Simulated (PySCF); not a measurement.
# Exercise with solution: oscillator strength and radiative lifetime

AlF₂H₃O₂Si, SMILES [OH][Al]([OH])[SiH](F)F.

The structure is a stationary point at ωB97X-D3(BJ)/def2-SVP. The structure was generated by enumeration; whether it is a known compound was not checked. One conformer was computed; it need not be the lowest.

TDDFT-CAM-B3LYP/def2-SVPD (PySCF 2.14.0) puts the first singlet state with f over 0.02 at 6.04 eV (vertical), with the transition dipole (0.001, -0.012, -0.506) in atomic units.

**Question.** Find the oscillator strength, the wavelength and the radiative lifetime that this transition would have in vacuum if emission retraced absorption.

**Answer.** 
|μ|² = 0.2562 au, so |μ| = 1.29 D. ΔE = 6.04/27.211 = 0.2220 hartree. f = (2/3) ΔE |μ|² = 0.038 (the program prints 0.038).
λ = 1239.84/6.04 = 205 nm; ν = 48716 cm⁻¹.
Einstein's coefficient A = 0.6670 ν² f s⁻¹ (ν in cm⁻¹) = 6.0e7 s⁻¹, so τ = 1/A = 17 ns. This state is S1. The figure is the radiative limit of this one transition; relaxation, internal conversion, crossing to triplets and a medium change what is measured.
